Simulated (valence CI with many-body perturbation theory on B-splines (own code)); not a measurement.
# Ho XVII: electric-dipole lines

Calculated by relativistic CI+MBPT: five valence electrons over a frozen Dirac-Fock core [Kr] 4d10, a basis of 7 s, 7 p, 7 d, 7 f, 4 g, 2 h functions for each j, with the one-electron correlation potential Σ1 (screened to all orders), the two-electron term Σ2, the three-electron term Σ3, Breit, model QED; selected single and double excitations, second order for the rest, scaled by the run's own slope (own B-spline code, finite nucleus).

No measured spectrum was set against this ion. As an estimate, terms of the open shell hold to a few per cent of their energy, and close levels can change places. Among the levels kept, up to 1100 cm⁻¹ of a level comes from second order outside the variational space, and about a tenth of that is noise between levels of different J, which matters for small intervals.

Lines 151 to 200 of 383 in falling wavelength, among levels below 136450 cm⁻¹, chosen from the strongest by gf and those to the six lowest levels. Wavelengths and rates use the calculated energies, so an error of 2000 cm⁻¹ moves a line at 1313 Å by 2.6 % and its rate by three times that or more. Electric multipoles are in the length gauge, E1 and E2 with the static RPA response of the core. Weak lines are less certain than strong ones. Lines between different terms over intervals too small for the method are left out, as are lines whose strength nearly cancels. Where a level lies close to another of its J and parity, the split of strength between their lines is uncertain. The highest levels of a list are the least certain.

Names give the largest LS component (configuration and term), which can be under half, so a name can repeat, a term be missing and a line seem to break the LS rules; names also repeat where a configuration has a term twice. Letters in brackets count levels of one name in rising energy.

```
λ vac (Å)             Upper             Lower   A (s⁻¹)  S (a.u.)
     1313     4f⁴5s ⁴I_15/2  4f⁵ ⁴I°_15/2 [a]  1.64e+03  2.92e-05
     1312      4f⁴5s ⁴F_9/2  4f⁵ ⁴G°_11/2 [b]  1.07e+03  1.19e-05
     1304      4f⁴5s ⁴F_7/2   4f⁵ ⁴H°_9/2 [a]  8.84e+02  7.73e-06
     1303      4f⁴5s ⁴G_7/2   4f⁵ ⁴G°_7/2 [b]  2.72e+02  2.38e-06
     1300      4f⁴5s ⁴F_5/2   4f⁵ ⁴G°_7/2 [b]  1.92e+03  1.25e-05
     1300     4f⁴5s ⁴M_15/2  4f⁵ ⁴K°_17/2 [a]  9.83e+02  1.70e-05
     1297      4f⁴5s ⁶I_9/2       4f⁵ ⁶H°_9/2  6.48e+01  6.97e-07
     1295      4f⁴5s ⁶I_7/2       4f⁵ ⁶H°_7/2  4.38e+01  3.76e-07
     1290     4f⁴5s ⁴L_13/2  4f⁵ ⁴K°_13/2 [b]  1.40e+02  2.08e-06
     1289     4f⁴5s ⁴H_11/2   4f⁵ ⁴H°_9/2 [a]  5.60e+02  7.10e-06
     1288     4f⁴5s ⁶I_11/2      4f⁵ ⁶H°_11/2  7.07e+01  8.95e-07
     1276      4f⁴5s ⁴F_3/2   4f⁵ ⁴D°_1/2 [a]  4.40e+03  1.80e-05
     1273      4f⁴5s ⁴F_7/2       4f⁵ ⁶P°_5/2  4.19e+02  3.42e-06
     1256      4f⁴5s ⁴G_7/2       4f⁵ ⁶P°_5/2  3.07e+02  2.40e-06
     1254      4f⁴5s ⁴F_5/2       4f⁵ ⁶P°_5/2  7.65e+02  4.47e-06
     1249  4f⁴5s ⁶G_9/2 [b]  4f⁵ ⁴K°_11/2 [a]  2.89e+02  2.78e-06
     1249      4f⁴5s ⁴F_5/2   4f⁵ ⁴D°_3/2 [a]  4.59e+02  2.65e-06
     1247      4f⁴5s ⁶G_5/2   4f⁵ ⁴G°_7/2 [a]  4.08e+02  2.34e-06
     1247  4f⁴5s ⁶G_7/2 [a]   4f⁵ ⁴I°_9/2 [a]  3.89e+02  2.98e-06
     1245      4f⁴5s ⁶I_7/2       4f⁵ ⁶H°_5/2  9.17e+02  6.99e-06
     1245      4f⁴5s ⁴G_7/2   4f⁵ ⁴F°_9/2 [a]  6.48e+02  4.93e-06
     1243     4f⁴5s ⁴L_13/2  4f⁵ ⁴K°_11/2 [a]  3.99e+02  5.30e-06
     1243      4f⁴5s ⁴F_9/2   4f⁵ ⁴D°_7/2 [a]  4.31e+02  4.08e-06
     1243     4f⁴5s ⁴K_15/2  4f⁵ ⁴I°_15/2 [a]  3.13e+02  4.75e-06
     1243  4f⁴5s ⁶G_7/2 [a]   4f⁵ ⁴G°_7/2 [a]  5.95e+02  4.50e-06
     1242      4f⁴5s ⁶I_9/2       4f⁵ ⁶H°_7/2  1.01e+03  9.54e-06
     1240     4f⁴5s ⁴L_15/2  4f⁵ ⁴K°_15/2 [a]  1.24e+03  1.87e-05
     1239     4f⁴5s ⁴K_11/2  4f⁵ ⁴I°_11/2 [a]  1.19e+03  1.34e-05
     1233     4f⁴5s ⁶I_11/2       4f⁵ ⁶H°_9/2  1.24e+03  1.38e-05
     1228      4f⁴5s ⁴F_3/2   4f⁵ ⁴F°_5/2 [a]  1.06e+03  3.88e-06
     1226  4f⁴5s ⁴S_3/2 [a]       4f⁵ ⁶P°_3/2  3.43e+03  1.25e-05
     1224     4f⁴5s ⁴L_15/2  4f⁵ ⁴K°_17/2 [a]  6.83e+02  9.88e-06
     1223     4f⁴5s ⁴K_17/2      4f⁵ ⁴M°_19/2  3.76e+02  6.12e-06
     1223     4f⁴5s ⁴L_13/2      4f⁵ ⁴L°_13/2  1.37e+03  1.73e-05
     1221     4f⁴5s ⁶I_13/2      4f⁵ ⁶H°_11/2  1.46e+03  1.83e-05
     1215     4f⁴5s ⁴K_13/2  4f⁵ ⁴K°_13/2 [a]  8.79e+02  1.09e-05
     1212     4f⁴5s ⁴L_17/2  4f⁵ ⁴K°_17/2 [a]  1.20e+03  1.89e-05
     1210     4f⁴5s ⁴K_13/2  4f⁵ ⁴I°_11/2 [a]  3.13e+02  3.83e-06
     1208      4f⁴5s ⁴F_7/2   4f⁵ ⁴F°_7/2 [a]  7.34e+02  5.10e-06
     1207     4f⁴5s ⁶I_15/2      4f⁵ ⁶H°_13/2  1.73e+03  2.41e-05
     1206     4f⁴5s ⁴K_15/2      4f⁵ ⁴M°_17/2  6.77e+02  9.39e-06
     1202      4f⁴5s ⁴F_9/2  4f⁵ ⁴G°_11/2 [a]  2.47e+03  2.12e-05
     1202      4f⁴5s ⁴F_9/2   4f⁵ ⁴F°_7/2 [a]  4.56e+02  3.90e-06
     1196     4f⁴5s ⁴H_11/2  4f⁵ ⁴G°_11/2 [a]  7.24e+02  7.33e-06
     1194     4f⁴5s ⁴M_15/2      4f⁵ ⁴L°_15/2  4.53e+02  6.09e-06
     1193      4f⁴5s ⁴G_7/2   4f⁵ ⁴F°_7/2 [a]  2.94e+02  1.97e-06
     1192  4f⁴5s ⁶G_9/2 [b]   4f⁵ ⁴G°_9/2 [a]  8.81e+02  7.36e-06
     1191     4f⁴5s ⁶I_17/2      4f⁵ ⁶H°_15/2  1.97e+03  2.96e-05
     1191     4f⁴5s ⁴I_15/2      4f⁵ ⁴M°_15/2  2.66e+02  3.54e-06
     1183  4f⁴5s ⁴S_3/2 [a]   4f⁵ ⁴F°_5/2 [a]  2.03e+03  6.64e-06
```
